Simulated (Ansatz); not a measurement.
`B[CH](C)[ZnH]` + `CB[SiH2]S` → `C[BH][ZnH]` + `BC(C)[SiH2]S`  (redistribution)

Program: Ansatz. Geometries: PBE0-D4/def2-TZVP. ΔE: electronic, gas phase. CCSD(T)/CBS is the MP2 limit (def2-TZVPP, def2-QZVPP) plus CCSD(T) − MP2 in def2-TZVPP, frozen cores. DFT in def2-TZVPP. For Zn outer-core shells are correlated without core-valence functions, which leaves a few kJ/mol of doubt a bond. Scalar relativity is left out up to krypton. Each species was taken in one conformer, which may not be the lowest.

`B[CH](C)[ZnH]`:

Z-matrix (Å, degrees):
```
B
Zn 1 2.357
C 1 1.486 2 60.0
H 1 1.207 2 95.3 3 -121.7
H 1 1.204 2 108.8 3 115.6
H 2 1.543 1 153.0 3 179.4
C 3 1.514 1 125.3 2 108.8
H 3 1.097 1 118.0 2 -93.1
H 7 1.092 3 111.2 1 -20.9
H 7 1.095 3 114.1 1 -143.6
H 7 1.095 3 109.7 1 97.4
```

`CB[SiH2]S`:

```xyz
11

C     0.348   -0.448   -1.714
B    -0.779   -0.276   -0.668
Si   -0.482    0.332    1.231
S     1.611    0.736    1.502
H     0.029   -0.332   -2.752
H     0.622   -1.514   -1.607
H     1.264    0.116   -1.532
H    -1.904   -0.576   -0.963
H    -0.937   -0.705    2.202
H    -1.286    1.559    1.510
H     1.515    1.109    2.789
```

`C[BH][ZnH]`:

```xyz
8

C     0.087   -0.148   -1.184
B     0.470   -0.255    0.320
Zn   -0.535    0.666    1.901
H    -0.550    0.686   -1.482
H     0.929   -0.243   -1.877
H    -0.512   -1.065   -1.337
H     1.388   -0.996    0.569
H    -1.278    1.354    3.091
```

`BC(C)[SiH2]S`:

```xyz
14

B     0.103   -0.166    1.681
C    -0.537   -0.088    0.294
C    -1.025   -1.366   -0.381
Si    1.023    0.606   -0.576
S     1.023    2.732   -0.744
H     0.268    0.827    2.330
H     0.537   -1.207    2.090
H    -1.241    0.746    0.190
H    -0.284   -2.164   -0.297
H    -1.939   -1.726    0.099
H    -1.242   -1.227   -1.443
H     1.115   -0.056   -1.903
H     2.266    0.312    0.188
H    -0.068    2.778   -1.529
```

Q: Is it downhill or uphill in electronic energy at CCSD(T)/CBS, and by how much? (Estimate.)

A: Computed: Uphill: ΔE = +32.5 kJ/mol.

Q: What do these levels give: PBE-D4, PBE0-D4, PBE, r2SCAN, PBE0, HF/def2-TZVPP, MP2/def2-TZVPP, SCS-MP2/def2-TZVPP, MP2/def2-QZVPP, HF/CBS(def2), MP2/CBS(def2), CCSD/CBS(def2)? (An estimate is asked.)

A: The calculation gave: PBE-D4 36.3, PBE0-D4 34.2, PBE 37.6, r2SCAN 36.1, PBE0 35.4, HF/def2-TZVPP 24.5, MP2/def2-TZVPP 33.1, SCS-MP2/def2-TZVPP 31.5, MP2/def2-QZVPP 32.1, HF/CBS(def2) 24.7, MP2/CBS(def2) 31.3, CCSD/CBS(def2) 30.3 kJ/mol.

Largest T1 diagnostic among the species: 0.014.

In def2-TZVPP, CCSD(T) changes the Hartree–Fock value by +9.8 kJ/mol (the triples alone add +2.2 kJ/mol) and MP2 by +8.6 kJ/mol.
